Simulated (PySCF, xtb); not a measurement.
C2H6Cl2OSn, SMILES C[O][Sn]([CH3])([Cl])[Cl].

xtb with GFN2-xTB at its own geometry gives an orbital gap of 2.80 eV and a dipole moment of 2.92 D.

Geometry: B3LYP-D3(BJ)/def2-SVP. The def2 effective core potentials stand for the cores of Sn; spin–orbit coupling is left out. One conformer was computed; it need not be the lowest.

Task: What does HF/def2-TZVP in PySCF give? (An estimate is asked for; the answer gives what the named calculation found.)

Result: gap 13.82 eV (levels -11.98 and 1.84 eV), dipole 2.56 D.
